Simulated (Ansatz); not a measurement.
Oxide piece family: PBE-D4/def2-SVP single points in Ansatz on relaxed structures, gas phase. Core potentials for Hf, In, no spin–orbit coupling. Binding counts from free atoms in the multiplicity of their measured ground term, without zero-point energy. The structures are stationary points that may keep the symmetry of their start.

(1) Estimate the order by binding per atom (eV), lowest first.
A. In3O8H7 (singlet)
B. Hf2O9H10 (singlet)
C. B4O11H10 (singlet)
D. Ca10O12H4 (singlet)
E. Ga5O14H13 (singlet)

(1) A (3.65), E (4.01), B (4.59), D (4.80), C (4.91).

In full:

| species | atoms | state | geometry | HOMO (eV) | LUMO (eV) | gap (eV) | binding per atom (eV) | point group (within 0.1 Å) |
| --- | --- | --- | --- | --- | --- | --- | --- | --- |
| Ga5O14H13 | 32 | singlet | PBE-D4/def2-SVP | -6.49 | -2.26 | 4.23 | 4.01 | – |
| Ca10O12H4 | 26 | singlet | PBE-D4/def2-SVP | -3.71 | -1.30 | 2.41 | 4.80 | – |
| In3O8H7 | 18 | singlet | PBE-D4/def2-SVP | -6.40 | -3.03 | 3.38 | 3.65 | – |
| B4O11H10 | 25 | singlet | PBE-D4/def2-SVP | -7.30 | -0.37 | 6.93 | 4.91 | – |
| Hf2O9H10 | 21 | singlet | PBE-D4/def2-SVP | -5.86 | -0.72 | 5.14 | 4.59 | – |
| Ga4O12H12 | 28 | singlet | r2SCAN-D4/def2-SVP | -5.67 | -1.63 | 4.04 | 3.97 | – |

The gap (eV) runs from 2.41 (Ca10O12H4) to 6.93 (B4O11H10).
